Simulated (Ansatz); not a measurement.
Input file for Ansatz (a program for electronic structure): R-r2SCAN/def2-TZVPP on CH5BO (SMILES BOC), a point of a torsion scan.

Ansatz 0.2 input:
```yaml
crystal:
  periodic: [false, false, false]
  atoms:
    - {symbol: B, position_ang: [1.33438497, -0.14389418, 0.07975576]}
    - {symbol: O, position_ang: [0.66922879, -0.48239865, 1.13470118]}
    - {symbol: C, position_ang: [0.01763677, -0.89594556, 2.26907611]}
    - {symbol: H, position_ang: [1.11142203, -0.66994422, -0.96526542]}
    - {symbol: H, position_ang: [2.16412296, 0.70832311, 0.14072064]}
    - {symbol: H, position_ang: [-0.24407392, -1.96129755, 2.20337996]}
    - {symbol: H, position_ang: [0.64149763, -0.73703347, 3.16001562]}
    - {symbol: H, position_ang: [-0.90587496, -0.31909556, 2.38518341]}
basis:
  gaussian:
    orbitals: def2-TZVPP
hamiltonian:
  xc: {name: r2SCAN}
scf: {lower_state_search: off}
```

It printed:

```
WARN ansatz: RAYON_NUM_THREADS=1 ignored (pool sized by the plan → 1); use --threads N
Functional definition: r2SCAN
these checks for a lower state are left out or cut short: stability, starts, cluster_reference, orbital_swaps, neighbouring_geometries, increment
integrals: 0.05 GiB planned
795 factors; their error is unknown
mean field: 0.52 GiB planned
mean field evaluation 1: about -3835.1844 eV, gradient 5.4e1 eV
mean field evaluation 2: about -3824.7918 eV, gradient 9.1e1 eV
mean field evaluation 4: about -3840.8287 eV, gradient 3.5e0 eV
mean field evaluation 8: about -3840.8424 eV, gradient 4.8e-1 eV
mean field evaluation 16: about -3840.8427 eV, gradient 8.5e-6 eV
mean field -3840.84268446 eV, -141.1483652373 hartree, gradient 8.5e-6 eV, S^2 0.000000; 0 other end points of the search recorded, 0 dependent functions left out
reference -3840.84269681 eV, -141.1483656909 hartree; 12, 12 occupied and 151, 151 virtual orbitals, 795 factors
Total energy: -3840.84269681 eV, -141.1483656909 hartree
Checks for a lower state left out: stability, starts, cluster_reference, orbital_swaps, neighbouring_geometries, increment
```

The calculation finished and met its thresholds.

Cost: roughly 3 core-seconds.
